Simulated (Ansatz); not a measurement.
Cost and result up the ladder for Zn2OF2 (5 atoms). The state is a singlet with charge 0. Geometry: PBE0-D4/def2-SVP.

| atom | x (Å) | y (Å) | z (Å) |
| --- | --- | --- | --- |
| Zn1 | 0.4764 | -0.3085 | 0.2178 |
| Zn2 | -0.5068 | 1.3072 | -1.1576 |
| O3 | 1.2741 | -1.5863 | 1.3024 |
| F4 | -1.2144 | 2.5255 | -2.1994 |
| F5 | -0.0293 | -1.9378 | 1.8368 |

Ansatz on 4 threads of Arm Neoverse V2 on a shared host. Times are rough, and most runs start from the orbitals of an earlier one. ωB97M-V/def2-TZVP serves as the yardstick here, not as an exact answer. Differences are given only for rows in sets of like size (and for xTB, whose basis is part of the method), since another set adds its own error. Binding counts from free atoms at the same level (Zn singlet, O triplet, F doublet; other spins of the atoms weren't run), without zero-point energy or a counterpoise term.

Correlated methods freeze 21 core orbitals. The rows differ in basis, and correlated rows in double-zeta sets carry the largest basis error. Another isomer (singlet) lies 4.19 eV lower at PBE0-D4/def2-TZVP; other spin states weren't run for this one.

Correlated methods converge slowly with the basis, most of all in double-zeta sets.

```
                         level  functions  wall time  binding energy per atom (eV)  difference from ωB97M-V/def2-TZVP (eV)
PBE-D4/def2-TZVP (with forces)        189        2 s                          2.07                                    0.16
             PBE0-D4/def2-TZVP        189      3.2 s                          1.87                                   -0.04
           r2SCAN-D4/def2-TZVP        189      3.6 s                          1.99                                    0.08
              B97M-V/def2-TZVP        189        7 s                          1.88                                   -0.03
              CCSD(T)/def2-SVP        104        7 s                          1.66                                       –
             ωB97M-V/def2-TZVP        189        9 s                          1.91                                    0.00
```
